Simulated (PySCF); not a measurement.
GaH₃O₂Se. Atoms are numbered in the order given.

```xyz
7

Ga     0.0026     0.7559     0.0000
O      1.4334     1.8146     0.0000
H      2.2836     1.3642     0.0000
O     -1.5768     1.5677     0.0000
H     -1.5021     2.5285     0.0000
Se     0.0502    -1.5532     0.0000
H     -1.4212    -1.5763     0.0000
```

Geometry optimised at PBE0-D3(BJ)/def2-SVP. The values are those of a single conformer.

Computed with B3LYP/def2-TZVP run with PySCF.

Atomic charges (e):

```json
[
 {"atom": "Ga1", "Mulliken": "0.58", "IAO": "0.94", "Löwdin": "-0.15"},
 {"atom": "O2", "Mulliken": "-0.54", "IAO": "-0.76", "Löwdin": "___"},
 {"atom": "H3", "Mulliken": "0.31", "IAO": "0.36", "Löwdin": "___"},
 {"atom": "O4", "Mulliken": "-0.54", "IAO": "-0.76", "Löwdin": "___"},
 {"atom": "H5", "Mulliken": "0.31", "IAO": "0.36", "Löwdin": "___"},
 {"atom": "Se6", "Mulliken": "-0.25", "IAO": "-0.22", "Löwdin": "___"},
 {"atom": "H7", "Mulliken": "0.13", "IAO": "0.08", "Löwdin": "0.07"}
]
```

### Question
What belongs in the gaps? (The exact figures need the calculation; the answer reports its results.)

### Answer

- O2, Löwdin: -0.20
- H3, Löwdin: 0.17
- O4, Löwdin: -0.20
- H5, Löwdin: 0.17
- Se6, Löwdin: 0.13
